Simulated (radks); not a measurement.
Neutral antimony inside a hard spherical wall (all orbitals vanish at R), configuration held at [Kr] 4d10 5s2 5p3 and not refilled when levels cross. Method: scalar-relativistic Kohn-Sham, LDA (Slater exchange, VWN5 correlation), spin-polarised, spherical densities, finite nucleus; open shells are filled with parallel spins first (spin-orbit coupling, left out, can overturn this in heavy ions); Fermi nuclear charge, rms radius 4.6802 fm; computed with a radial shooting solver on a logarithmic mesh with Libxc functionals. Eigenvalues in eV for spin up, with the zero of energy where the potential of the charges vanishes at infinity; a dash marks a level that is unbound or too diffuse for the functional's potential to be trusted. A positive occupied level is held by the wall or, in an anion where self-interaction has pushed it up, behind a barrier. The pressure on the wall is -dE/dV.

R (bohr)  E (hartree)  kinetic (hartree)    e(4p)    e(4d)    e(5s)   e(5p)  e(6s, empty)  e(5d, empty)  pressure (GPa)
free      -6475.85032           6770.846  -101.45  -33.474  -13.599  -5.527        -0.542             -               0
20        -6475.85032           6770.846  -101.45  -33.474  -13.599  -5.527        -0.534         0.690        < 0.0001
15        -6475.85032           6770.846  -101.45  -33.474  -13.599  -5.527        -0.482         0.897        < 0.0001
10        -6475.85009           6770.848  -101.43  -33.452  -13.582  -5.510         0.066         1.513         0.00702
6         -6475.81319           6771.092  -100.24  -32.291  -12.694  -4.492         6.071         5.047            3.09
5         -6475.71400           6771.613  -98.468  -30.575  -11.336  -2.760        13.333         8.756            16.9
4         -6475.31416           6773.377  -94.285  -26.567   -7.589   2.191        31.407        17.649             112
3.5       -6474.73515           6775.673  -90.320  -22.809   -3.242   7.885        50.348        26.883             322
2.5       -6469.90920           6793.244  -71.752   -4.917   25.498  43.490        151.71        76.657            4210
2         -6459.16655           6830.185  -46.583   21.315   79.581  106.02        302.10        151.79           22100
1.5       -6417.05597           6961.768   20.210   96.001   258.70  298.88        706.96        357.43          172000
